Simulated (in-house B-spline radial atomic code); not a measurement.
Ionising Zr⁶⁺ with different functionals

Computed with an all-electron radial atomic-structure program (B-spline basis): scalar-relativistic (spin-free X2C) Hamiltonian, Fermi nucleus of rms radius 4.2694 fm, spin-polarised at highest spin, spherical fractional occupations for the functionals, the average over the highest-spin determinants for Hartree-Fock. The ionisation energy is the difference of two self-consistent energies, [Ar] 3d10 4s2 4p4 → [Ar] 3d10 4s2 4p3, without Breit or QED terms; ε is the level of the shell that loses the electron (its least bound occupied spin orbital). There is no spin-orbit coupling in this Hamiltonian.

Hybrids are left out here: with spherical fractional occupations of an open shell their exact exchange keeps a self-interaction that integer-occupation calculations don't have.

| method | rung | ΔSCF (eV) | -ε(4p) (eV) |
| --- | --- | --- | --- |
| Hartree-Fock | Hartree-Fock | 111.32 | 111.87 |
| LDA VWN5 | LDA | 113.47 | 105.18 |
| LDA PW92 | LDA | 113.47 | 105.18 |
| LDA exchange-only | LDA | 111.18 | 103.07 |
| PBE | GGA | 112.85 | 104.70 |
| PBEsol | GGA | 112.87 | 104.74 |
| BLYP | GGA | 112.94 | 104.64 |
| RPBE | GGA | 112.64 | 104.57 |
| PW91 | GGA | 113.03 | 104.86 |
| BP86 | GGA | 113.13 | 104.93 |
| AM05 | GGA | 112.89 | 104.77 |
| OLYP | GGA | 112.52 | 104.61 |
| TPSS | meta-GGA | 112.75 | 104.75 |
| SCAN | meta-GGA | 112.62 | 104.80 |
| r2SCAN | meta-GGA | 112.54 | 104.77 |
| revTPSS | meta-GGA | 112.66 | 104.70 |

Q: How do they compare with the NIST value?

A: NIST lists 112 eV ± 2 (tabulated theory, ground level to ground level). Errors run from -0.82 to +1.47 eV; all lie within about twice that uncertainty, so the table can't rank the methods. Hartree-Fock also lacks correlation.
